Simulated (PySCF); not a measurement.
NMR data simulated for an unnamed compound:

1H NMR (300 MHz, computed): δ 7.75 (d, 1H), 5.80 (d, 1H), 3.72 (br, 2H), 2.92 (m, 1H), 2.48 (m, 2H), 2.08 (m, 1H), 2.08 (m, 1H), 2.03 (m, 2H).

13C{1H} NMR (computed): δ 207.6 (C), 185.4 (CH), 101.6 (CH), 41.5 (CH), 25.8 (CH2), 17.8 (CH2).

Fast rotation and ring inversion assumed for equivalent nuclei, relativity neglected, a single conformation, no solvent model. Geometry: PBE0-D3(BJ)/def2-SVP; shielding tensors at PBE0/pcSseg-1 (GIAO); PySCF 2.14.0 with density-fitted response routines.

Referencing at the same level of theory: TMS for 1H, 13C.

**Question.** Which of these does the molecule contain: a three-membered ring, a ketone, a Si–H bond, a non-aromatic C=C double bond, an amide?

**Answer.** 
- A three-membered ring: no.
- A ketone: yes (δC 207.6).
- A Si–H bond: no.
- A non-aromatic C=C double bond: yes.
- An amide: no.

The data belong to SMILES [BH2-]1OC=CC(C2CCC2)=[O+]1, C₇H₁₁BO₂; they needn't prove each group on their own.

Carbon signals by region: 2 in the far downfield region (above 160 ppm), 1 in the sp2 and nitrile region (100–160 ppm), 3 below 50 ppm. Above 160 ppm: 207.6, ketone carbonyl carbon, 185.4, alkene carbon bearing oxygen.

Hydrogens on boron are broadened and split by 11B (spin 3/2, 80 %) and 10B (spin 3). Shifts are as computed. Against solution values, carbons near 30 ppm lie about +2 ppm off and those near 130 ppm about +5 ppm. Of 1313 compounds with measured shifts, 239 miss one by over three times the rms of a fit or turn the order of signals round; such compounds aren't used in these exercises. No couplings were computed; multiplicities are counted from neighbouring protons, with m where these are inequivalent, close in shift, in a saturated or five-membered ring or joined by F or P, and br s for small geminal =CH2 splittings.
